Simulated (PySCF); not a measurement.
propylene glycol (C3H8O2), singlet, at a GFN2-xTB geometry; WB97X/3-21G in PySCF.

Input for PySCF:
```python
from pyscf import gto, scf, dft

mol = gto.M(
    atom='''
C     1.833243    0.136381    0.350902
C     0.426914    0.306542   -0.212078
O    -0.281244    1.349719    0.431555
C    -0.388148   -0.992232   -0.108470
O    -1.676429   -0.822088   -0.637819
H     2.366671    1.082755    0.307578
H     1.788491   -0.193451    1.388202
H     2.381337   -0.603164   -0.225210
H     0.472132    0.613559   -1.262298
H    -0.255949    1.193853    1.383705
H     0.090005   -1.794660   -0.673389
H    -0.449458   -1.295487    0.950909
H    -1.963906    0.071405   -0.401505
''',
    basis='3-21g',
    charge=0,
    spin=0,
    verbose=4,
)

mf = dft.RKS(mol)
mf.xc = 'wb97x'
mf.kernel()
mf.analyze()
```

Task: Write the output that PySCF gives for this input, abridged.

Result: 
```
PySCF version 2.14.0

[INPUT] verbose = 4
[INPUT] num. atoms = 13
[INPUT] num. electrons = 42
[INPUT] charge = 0
[INPUT] spin (= nelec alpha-beta = 2S) = 0
[INPUT] symmetry False subgroup None
[INPUT] Mole.unit = angstrom
[INPUT] Symbol           X                Y                Z      unit          X                Y                Z       unit  Magmom
[INPUT]  1 C      1.833243000000   0.136381000000   0.350902000000 AA    3.464327189776   0.257722738594   0.663108676562 Bohr   0.0
[INPUT]  2 C      0.426914000000   0.306542000000  -0.212078000000 AA    0.806750538743   0.579280425676  -0.400769337046 Bohr   0.0
[INPUT]  3 O     -0.281244000000   1.349719000000   0.431555000000 AA   -0.531474134177   2.550599255122   0.815520757687 Bohr   0.0
[INPUT]  4 C     -0.388148000000  -0.992232000000  -0.108470000000 AA   -0.733493415798  -1.875046732029  -0.204978592732 Bohr   0.0
[INPUT]  5 O     -1.676429000000  -0.822088000000  -0.637819000000 AA   -3.167991677278  -1.553521170291  -1.205303227044 Bohr   0.0
[INPUT]  6 H      2.366671000000   1.082755000000   0.307578000000 AA    4.472360016951   2.046110410003   0.581238181941 Bohr   0.0
[INPUT]  7 H      1.788491000000  -0.193451000000   1.388202000000 AA    3.379758166249  -0.365569408523   2.623321585573 Bohr   0.0
[INPUT]  8 H      2.381337000000  -0.603164000000  -0.225210000000 AA    4.500074740293  -1.139814768197  -0.425585220513 Bohr   0.0
[INPUT]  9 H      0.472132000000   0.613559000000  -1.262298000000 AA    0.892200174643   1.159458471262  -2.385397507586 Bohr   0.0
[INPUT] 10 H     -0.255949000000   1.193853000000   1.383705000000 AA   -0.483673511856   2.256055202990   2.614823487191 Bohr   0.0
[INPUT] 11 H      0.090005000000  -1.794660000000  -0.673389000000 AA    0.170084799841  -3.391415886712  -1.272520785295 Bohr   0.0
[INPUT] 12 H     -0.449458000000  -1.295487000000   0.950909000000 AA   -0.849352524495  -2.448115627934   1.796957579384 Bohr   0.0
[INPUT] 13 H     -1.963906000000   0.071405000000  -0.401505000000 AA   -3.711244474390   0.134935893925  -0.758734487643 Bohr   0.0

nuclear repulsion = 195.328222242488
number of shells = 41
number of NR pGTOs = 99
number of NR cGTOs = 61
basis = 3-21g
ecp = {}

******** <class 'pyscf.dft.rks.RKS'> ********
method = RKS
initial guess = minao
damping factor = 0
level_shift factor = 0
DIIS = <class 'pyscf.scf.diis.CDIIS'>
diis_start_cycle = 1
diis_space = 8
diis_damp = 0
SCF conv_tol = 1e-09
SCF conv_tol_grad = None
SCF max_cycles = 50
direct_scf = True
direct_scf_tol = 1e-13
XC library pyscf.dft.libxc version 7.1.2
    S. Lehtola, C. Steigemann, M. J. T. Oliveira, and M. A. L. Marques,  SoftwareX 7, 1–5 (2018)
XC functionals = wb97x
    J.-D. Chai and M. Head-Gordon,  J. Chem. Phys. 128, 084106 (2008)
radial grids:
    Treutler-Ahlrichs [JCP 102, 346 (1995); DOI:10.1063/1.469408] (M4) radial grids

becke partition: Becke, JCP 88, 2547 (1988); DOI:10.1063/1.454033
pruning grids: <function nwchem_prune>
grids dens level: 3
symmetrized grids: False
atomic radii adjust function: <function treutler_atomic_radii_adjust>
small_rho_cutoff = 0
Set gradient conv threshold to 3.16228e-05
Initial guess from minao.
tot grids = 148984
init E= -268.492218758945
  HOMO = -0.3237062510282  LUMO = 0.0882250677456251  gap/eV = 11.20922
cycle= 1 E= -267.884826728643  delta_E= 0.607  |g|= 0.791  |ddm|= 3.14
  HOMO = -0.236259948942524  LUMO = 0.182796626083999  gap/eV = 11.40311
cycle= 2 E= -267.90830576656  delta_E= -0.0235  |g|= 0.766  |ddm|=  1.3
  HOMO = -0.338744394092703  LUMO = 0.183235082787273  gap/eV = 14.20379
cycle= 3 E= -268.004535225919  delta_E= -0.0962  |g|= 0.0275  |ddm|= 0.636
  HOMO = -0.340701492528793  LUMO = 0.188424145239805  gap/eV = 14.39824
cycle= 4 E= -268.004795508892  delta_E= -0.00026  |g|= 0.0125  |ddm|= 0.0477
  HOMO = -0.339233104961215  LUMO = 0.189066256750434  gap/eV = 14.37576
cycle= 5 E= -268.004833480544  delta_E= -3.8e-05  |g|= 0.00286  |ddm|= 0.0175
  HOMO = -0.339645580749704  LUMO = 0.188924912228587  gap/eV = 14.38314
cycle= 6 E= -268.004835638034  delta_E= -2.16e-06  |g|= 0.00106  |ddm|= 0.00569
  HOMO = -0.339615625118932  LUMO = 0.188843493786554  gap/eV = 14.38011
cycle= 7 E= -268.004835874253  delta_E= -2.36e-07  |g|= 0.000233  |ddm|= 0.00136
  HOMO = -0.339634237206376  LUMO = 0.188868843290817  gap/eV = 14.38130
cycle= 8 E= -268.004835893139  delta_E= -1.89e-08  |g|= 4.99e-05  |ddm|= 0.000634
  HOMO = -0.339626948026563  LUMO = 0.188869264773297  gap/eV = 14.38111
cycle= 9 E= -268.004835894089  delta_E= -9.5e-10  |g|= 1.6e-05  |ddm|= 0.000124
  HOMO = -0.339631517849562  LUMO = 0.188867995799429  gap/eV = 14.38120
Extra cycle  E= -268.004835894169  delta_E= -8.06e-11  |g|= 9.88e-06  |ddm|= 3.64e-05
converged SCF energy = -268.004835894169
**** SCF Summaries ****
Total Energy =                        -268.004835894169389
Nuclear Repulsion Energy =             195.328222242488494
One-electron Energy =                 -751.838219553974454
Two-electron Energy =                  288.505161417316572
Two-electron Coulomb Energy =          324.863358559356641
DFT Exchange-Correlation Energy =      -36.358197142040076
HOMO-LUMO gap [eV] =                    14.381204277284951
**** MO energy ****
MO #1   energy= -19.1054157410279  occ= 2
MO #2   energy= -19.0763575177441  occ= 2
MO #3   energy= -10.2602778272686  occ= 2
MO #4   energy= -10.2447132127407  occ= 2
MO #5   energy= -10.2034796229859  occ= 2
MO #6   energy= -1.17022753846837  occ= 2
MO #7   energy= -1.13089780442672  occ= 2
MO #8   energy= -0.904104497064309 occ= 2
MO #9   energy= -0.806254041186921 occ= 2
MO #10  energy= -0.737968883757802 occ= 2
MO #11  energy= -0.627356997557526 occ= 2
MO #12  energy= -0.602083896829074 occ= 2
MO #13  energy= -0.565329121278526 occ= 2
MO #14  energy= -0.545449405015848 occ= 2
MO #15  energy= -0.527955824750578 occ= 2
MO #16  energy= -0.507444805385819 occ= 2
MO #17  energy= -0.47623839209669  occ= 2
MO #18  energy= -0.425176753818441 occ= 2
MO #19  energy= -0.406835876945232 occ= 2
MO #20  energy= -0.373506892358922 occ= 2
MO #21  energy= -0.339631517849562 occ= 2
MO #22  energy= 0.188867995799429  occ= 0
MO #23  energy= 0.225741605693642  occ= 0
MO #24  energy= 0.23708575084373   occ= 0
MO #25  energy= 0.264968896504736  occ= 0
MO #26  energy= 0.26845579945149   occ= 0
MO #27  energy= 0.286775701260457  occ= 0
MO #28  energy= 0.299610565714368  occ= 0
MO #29  energy= 0.310884767198485  occ= 0
 ** Mulliken pop on meta-lowdin orthogonal AOs  **
 ** Mulliken pop  **
 ** Mulliken atomic charges  **
charge of    0C =     -0.32091
charge of    1C =      0.10627
charge of    2O =     -0.47529
charge of    3C =      0.00207
charge of    4O =     -0.47642
charge of    5H =      0.11224
charge of    6H =      0.09371
charge of    7H =      0.10912
charge of    8H =      0.11023
charge of    9H =      0.28380
charge of   10H =      0.10474
charge of   11H =      0.06641
charge of   12H =      0.28403
Dipole moment(X, Y, Z, Debye):  1.91697,  0.24628,  1.79187
```
